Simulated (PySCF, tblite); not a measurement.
Isomers of C7H8FOP, one GFN2-xTB conformer each. Single-point energies are computed at PBE0/pcSseg-1 (PySCF, gas phase, no added dispersion term), electronic only.

Task: Rank them by PBE0/pcSseg-1 energy, lowest first (kcal/mol).
A. `[CH2:1]=[CH:2][C:3]1=[CH:4][P@@H:5](=[O:6])[C:7]([F:8])=[C:9]1[CH3:10]` with C1–C2–C3–C4 -142°
B. `[CH:1]#[C:2][P:3]1[CH2:4][C:5]([F:6])=[C:7]([O:8][CH3:9])[CH2:10]1` with C5–C7–O8–C9 0°, C2–P3–C4–C5 -76°, P3–C4–C5–F6 166°, C5–C7–C10–P3 16°, C2–P3–C10–C7 76°

Result: A (0.0), B (28.5).

As drawn, the lower has a P=O bond, which the higher lacks; the higher has a C≡C bond, which the lower lacks. GFN2-xTB itself gives, in the same order: 0.0, 42.8. Both levels put the same isomer lowest.

Task: Which frontier levels, dipoles and rotational constants go with these structures?

Result: 
| SMILES | HOMO (eV, PBE0/pcSseg-1) | LUMO (eV) | dipole (D) | A, B, C (MHz) |
| --- | --- | --- | --- | --- |
| C=CC1=C[P@@H](=O)C(F)=C1C | -6.90 | -2.38 | 5.32 | 1804, 913.1, 642.6 |
| C#CP1CC(F)=C(OC)C1 | -6.32 | -0.19 | 0.89 | 1787, 811.3, 761.5 |

Task: What happens when harmonic zero-point energies from GFN2-xTB frequencies are added?

Result: 
```
                   SMILES  ZPE (kcal/mol)  electronic (kcal/mol)  with ZPE (kcal/mol)
C=CC1=C[P@@H](=O)C(F)=C1C            81.0                    0.0                  0.0
       C#CP1CC(F)=C(OC)C1            81.0                   28.5                 28.5
```

The zero-point energies span 0.0 kcal/mol. The order is unchanged.
